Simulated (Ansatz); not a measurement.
CH7N3W (SMILES [CH3][W](=[NH])(=[NH])[NH2]) moved off its minimum; all values from Ansatz (a quantum-chemistry and plane-wave program), cores frozen in correlated methods. Elements past Kr take the def2 small-core potentials, without spin–orbit coupling.
(charge 0, multiplicity 1)
```xyz
12

W      0.11152     0.07407     0.03703
N      0.93700    -1.44872     0.11956
H      1.47620    -2.21284    -0.15599
N      0.50190     1.26171    -1.27507
H      1.11283     1.26996    -2.01723
N     -2.01411    -0.47872    -0.11753
H     -2.61931     0.07431    -0.71796
H     -2.02253    -1.57050     0.12076
C      0.45599     1.00992     1.80116
H      1.28636     1.42231     1.82356
H      0.39355     0.29759     2.64104
H     -0.22881     2.03939     1.76338
```

Forces at PBE/def2-TZVPP (eV/Å):

```
atom      Fx      Fy      Fz
----  ------  ------  ------
W1    -5.173   0.273  -2.442
N2     0.059   0.485   0.399
H3     1.175  -1.577  -0.503
N4    -1.353  -1.121   3.128
H5     1.788   0.336  -2.521
N6     4.265  -1.596   1.795
H7    -0.346  -0.952  -0.103
H8    -0.980   3.272  -1.337
C9    -8.233  -0.743   0.607
H10    8.502   3.749   0.301
H11   -0.582   0.532   0.118
H12    0.878  -2.658   0.558
```

Question: Give the forces (eV/Å), the total energy and the dipole at CCSD(T)/def2-TZVPPD.

Answer: 
| atom | Fx | Fy | Fz |
|---|---|---|---|
| W1 | -5.685 | 0.234 | -2.624 |
| N2 | 0.380 | 0.076 | 0.273 |
| H3 | 1.021 | -1.391 | -0.394 |
| N4 | -1.050 | -1.119 | 2.816 |
| H5 | 1.592 | 0.411 | -2.344 |
| N6 | 4.399 | -1.569 | 1.741 |
| H7 | -0.258 | -1.174 | 0.043 |
| H8 | -1.074 | 3.482 | -1.429 |
| C9 | -8.018 | -0.463 | 1.047 |
| H10 | 8.389 | 3.665 | 0.307 |
| H11 | -0.623 | 0.702 | -0.020 |
| H12 | 0.928 | -2.855 | 0.584 |
Energy -272.8789 hartree, dipole 1.42 D.
